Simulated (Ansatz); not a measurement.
Computed with Ansatz on PBE0-D4/def2-TZVP structures; ΔE is electronic, products minus reactants. CCSD(T)/CBS adds triple-zeta CCSD(T) − MP2 to the extrapolated MP2 energy (def2 sets, frozen cores). Functionals use def2-TZVPP. For Ge outer-core shells are correlated without core-valence functions, which leaves a few kJ/mol of doubt a bond. Scalar relativity is left out up to krypton. Each species was taken in one conformer, which may not be the lowest.

Reaction (germylene formation by 1,1-elimination): `[OH][GeH2][GeH2][F]` → `[F][GeH3]` + `[OH][GeH]`

| species | ωB97M-V energy (Eh) |
| --- | --- |
| `[OH][GeH2][GeH2][F]` | -4331.92597 |
| `[F][GeH3]` | -2178.56410 |
| `[OH][GeH]` | -2153.31905 |

Work out ΔE.

ΔE = (-2178.56410) + (-2153.31905) − (-4331.92597) = 0.04282 Eh = +112.4 kJ/mol. CCSD(T)/CBS gives +119.6 kJ/mol.

Largest T1 diagnostic among the species: 0.016.

In def2-TZVPP, CCSD(T) changes the Hartree–Fock value by +20.6 kJ/mol (the triples alone add +1.4 kJ/mol) and MP2 by +30.0 kJ/mol. The D4 term adds +11.5 kJ/mol with B3LYP and +6.4 kJ/mol with PBE0; it sums over pairs of atoms, weighted by their polarisabilities, and B3LYP, whose exchange is more repulsive, gets the larger term. From PBE to PBE0 (25 % exact exchange), in def2-TZVPP and without D4, ΔE moves by +13.6 kJ/mol.

B3LYP here is the variant with VWN-RPA as its local correlation; programs differ in this.
